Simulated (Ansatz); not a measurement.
Mulliken charges of `F/C([SeH])=C1/CO1` from r2SCAN/def2-TZVPP in Ansatz (PBE0-D4/def2-TZVP geometry).

```
atom   x (Å)   y (Å)   z (Å)  charge (e)
  F1  -0.712  -2.033   0.840      -0.183
  C2  -0.017  -1.098   0.172       0.039
 Se3   1.541  -1.645  -0.733      -0.040
  C4  -0.478   0.133   0.088       0.180
  C5  -0.466   1.502  -0.296       0.079
  O6  -1.537   0.865   0.476      -0.286
  H7   2.379  -1.772   0.473       0.049
  H8   0.128   2.216   0.267       0.080
  H9  -0.750   1.785  -1.304       0.082
```

Task: By hand: the dipole of these point charges (1 e Å = 4.8032 D).

Result: Σ q r = (0.450, 0.527, -0.324) e Å, of length 0.765 e Å = 3.67 D.

Task: How does the dipole of the full density compare? (An estimate is asked.)

Result: The calculation gave: (0.300, 0.430, -0.151) e Å, 2.62 D; the point charges give 1.40 times that, at 10° from its direction.

Point charges leave out the atoms' own dipoles, such as those of lone pairs, and Mulliken's split depends on the basis, so the two needn't agree.
